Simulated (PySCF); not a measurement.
Excitations are Tamm–Dancoff values on a coarser integration grid. The basis has no diffuse functions, so Rydberg states are missing or too high.

Cartesian coordinates (Å):
```xyz
6

S     -1.5397     0.4163    -0.5567
B      0.2064     0.7147    -0.3635
S      1.5262    -0.4631    -0.1492
H     -1.5395    -0.9268    -0.4905
H      0.5370     1.8594    -0.3805
H      0.8096    -1.6005    -0.1780
```
Charge 0, multiplicity 1.

**Question.** Give the total energy, T1 excitation (TDA) and S1–T1 gap (TDA) at the level PySCF with PBE0-D4/def2-TZVP.

**Answer.** 
```yaml
total_energy: -822.8115 Ha
T1 excitation (TDA): 4.61 eV
S1–T1 gap (TDA): 1.39 eV
```
